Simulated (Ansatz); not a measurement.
# Molecular dynamics of CH₂BFO

input.yaml

```yaml
crystal:
  periodic: [false, false, false]
  atoms:
    - { symbol: O, position_ang: [1.108186, -0.598112, -1.24937] }
    - { symbol: C, position_ang: [0.475147, 0.240035, -0.638861] }
    - { symbol: B, position_ang: [-0.460256, -0.178462, 0.608158] }
    - { symbol: F, position_ang: [-0.608047, -1.464185, 0.835355] }
    - { symbol: H, position_ang: [0.546598, 1.3266, -0.936694] }
    - { symbol: H, position_ang: [-1.019428, 0.610123, 1.335214] }
basis:
  gaussian: { orbitals: def2-SVP }
hamiltonian:
  xc: r2scan
  dispersion: d4
md:
  timestep: 0.25
  n_steps: 300
  ensemble: nvt_nose_hoover
  temperature: 1000.0
  initial_velocities: maxwell_boltzmann
  seed: 448777
  nose_hoover: { tau: 300.0, chain_length: 3 }
```

Command:

```bash
$ ansatz run input.yaml --threads 1 --pin off --max-ram 2048MiB --backend cpu --events-out ev --progress --plain --runs-dir out
```

It starts from a relaxed structure.

Output, in part (step lines, the closing report, with atoms numbered from 0):

```
md step     0: t =     0.00 fs  T =  1000.0 K  F+E_penalty+E_count = -6501.63689677 eV  E_kin = 0.517040 eV  conserved = -6501.11985677 eV  (25 SCF iters)
md step     1: t =     0.25 fs  T =   997.7 K  F+E_penalty+E_count = -6501.63572526 eV  E_kin = 0.515874 eV  conserved = -6501.11985134 eV  (31 SCF iters)
md step     2: t =     0.50 fs  T =   990.8 K  F+E_penalty+E_count = -6501.63213375 eV  E_kin = 0.512293 eV  conserved = -6501.11984111 eV  (31 SCF iters)
md step     3: t =     0.75 fs  T =   979.5 K  F+E_penalty+E_count = -6501.62627223 eV  E_kin = 0.506446 eV  conserved = -6501.11982644 eV  (31 SCF iters)
md step     4: t =     1.00 fs  T =   964.2 K  F+E_penalty+E_count = -6501.61836175 eV  E_kin = 0.498554 eV  conserved = -6501.11980800 eV  (31 SCF iters)
md step     5: t =     1.25 fs  T =   945.6 K  F+E_penalty+E_count = -6501.60868199 eV  E_kin = 0.488895 eV  conserved = -6501.11978712 eV  (31 SCF iters)
md step     6: t =     1.50 fs  T =   924.1 K  F+E_penalty+E_count = -6501.59755305 eV  E_kin = 0.477788 eV  conserved = -6501.11976488 eV  (31 SCF iters)
md step     7: t =     1.75 fs  T =   900.5 K  F+E_penalty+E_count = -6501.58531561 eV  E_kin = 0.465573 eV  conserved = -6501.11974286 eV  (31 SCF iters)
[... lines left out ...]
md step   297: t =    74.25 fs  T =   630.2 K  F+E_penalty+E_count = -6501.43717015 eV  E_kin = 0.325828 eV  conserved = -6501.11966535 eV  (30 SCF iters)
md step   298: t =    74.50 fs  T =   630.3 K  F+E_penalty+E_count = -6501.43720017 eV  E_kin = 0.325892 eV  conserved = -6501.11967765 eV  (30 SCF iters)
md step   299: t =    74.75 fs  T =   630.7 K  F+E_penalty+E_count = -6501.43734893 eV  E_kin = 0.326074 eV  conserved = -6501.11969145 eV  (29 SCF iters)
md step   300: t =    75.00 fs  T =   630.8 K  F+E_penalty+E_count = -6501.43739886 eV  E_kin = 0.326156 eV  conserved = -6501.11970541 eV  (28 SCF iters)
Total energy: -6501.43740616 eV, -238.9234178440 hartree
Atom 0 at     0.844770    -0.422946    -1.403850 Å, force     0.510901    -0.521801    -1.182552 eV/Å
Atom 1 at     0.789617     0.109148    -0.319188 Å, force    -1.780995     0.328612     0.388339 eV/Å
Atom 2 at    -0.676971    -0.351185     0.147537 Å, force     1.263000    -0.827311     1.015158 eV/Å
Atom 3 at    -0.481555    -1.347693     1.056045 Å, force    -0.779092     0.537085    -0.563658 eV/Å
Atom 4 at     1.671416     0.552081     0.170952 Å, force     0.423161     0.319663     0.254294 eV/Å
Atom 5 at    -1.770401    -0.179281    -0.349338 Å, force     0.363025     0.163751     0.088419 eV/Å
Dipole moment:     0.023704     0.328089     0.213073 e Å
```

The steps, from the saved trajectory:

| time (fs) | T (K) | potential energy less start (eV) | conserved less start (meV/atom) |
| --- | --- | --- | --- |
| 0.0 | 1000 | 0.000 | 0.00 |
| 2.5 | 823 | 0.092 | 0.03 |
| 5.0 | 580 | 0.217 | 0.03 |
| 7.5 | 396 | 0.312 | 0.04 |
| 10.0 | 391 | 0.315 | 0.02 |
| 12.5 | 369 | 0.327 | 0.02 |
| 15.0 | 312 | 0.356 | 0.04 |
| 17.5 | 472 | 0.273 | 0.02 |
| 20.0 | 624 | 0.195 | 0.03 |
| 22.5 | 761 | 0.124 | 0.02 |
| 25.0 | 825 | 0.091 | 0.02 |
| 27.5 | 833 | 0.087 | 0.03 |
| 30.0 | 802 | 0.104 | 0.02 |
| 32.5 | 681 | 0.167 | 0.04 |
| 35.0 | 688 | 0.163 | 0.02 |
| 37.5 | 644 | 0.186 | 0.02 |
| 40.0 | 547 | 0.237 | 0.03 |
| 42.5 | 482 | 0.271 | 0.04 |
| 45.0 | 559 | 0.231 | 0.03 |
| 47.5 | 718 | 0.149 | 0.01 |
| 50.0 | 684 | 0.167 | 0.03 |
| 52.5 | 644 | 0.188 | 0.03 |
| 55.0 | 683 | 0.168 | 0.04 |
| 57.5 | 850 | 0.082 | 0.02 |
| 60.0 | 944 | 0.034 | 0.02 |
| 62.5 | 871 | 0.073 | 0.03 |
| 65.0 | 795 | 0.113 | 0.03 |
| 67.5 | 719 | 0.153 | 0.03 |
| 70.0 | 712 | 0.156 | 0.02 |
| 72.5 | 656 | 0.186 | 0.03 |
| 75.0 | 631 | 0.199 | 0.03 |

The run went to its last step. The conserved energy stayed within 0.044 meV per atom of its start (net change 0.025 meV per atom), so the integration is sound. The mean temperature of the second half is 30 % below the set value. A run of 0.075 ps of so small a system gives no equilibrium averages.

The same pairs are bonded in the first frame and the last. Pairs count as bonded within 1.25 times the sum of covalent radii (0.12 Å more for H–H).

Last frame:

```xyz
6
Properties=species:S:1:pos:R:3
O 0.845 -0.423 -1.404
C 0.790 0.109 -0.319
B -0.677 -0.351 0.147
F -0.482 -1.348 1.056
H 1.671 0.552 0.171
H -1.770 -0.179 -0.349
```

Time of the run: 12 min on 1 thread of Arm Neoverse V1, with other jobs on the host, peak memory 0.11 GiB.
